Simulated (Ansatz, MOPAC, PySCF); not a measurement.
System: F2S, singlet: symmetric bend, bond length relaxed. Scanned: F-S-F angle. Other coordinates (S-F bond length) were minimised at B3LYP/def2-TZVP.

- CAM-B3LYP/cc-pVTZ (PySCF)
- RKS-PBE/cc-pVTZ = Ansatz (a first-principles code) with restricted PBE/cc-pVTZ
- AM1, restricted, heats of formation (MOPAC)

Energies in kJ/mol, each method relative to its own lowest point.

```
a / °  CAM-B3LYP  RKS-PBE/cc-pVTZ    AM1
-----  ---------  ---------------  -----
180          0.0            202.0  390.3
170         11.3                …  354.8
160         45.8            170.0  286.9
150        105.2            137.0      …
140        189.9            100.0      …
130        298.3             63.8   88.7
120        423.8                …      …
110            —              9.5   13.3
100            —              0.0    0.0
90             —             10.0    7.9
80             —             49.8   45.5
```

Q: Some entries are withheld; supply them.

A: 
- 170, RKS-PBE/cc-pVTZ: 193.4
- 150, AM1: 214.3
- 140, AM1: 146.8
- 120, RKS-PBE/cc-pVTZ: 32.3
- 120, AM1: 43.5

A dash means that the run gave no value there, or that the column was ended at a point which the program doubted or which failed a test of continuity chosen for this set; such a test can also cut sound points.
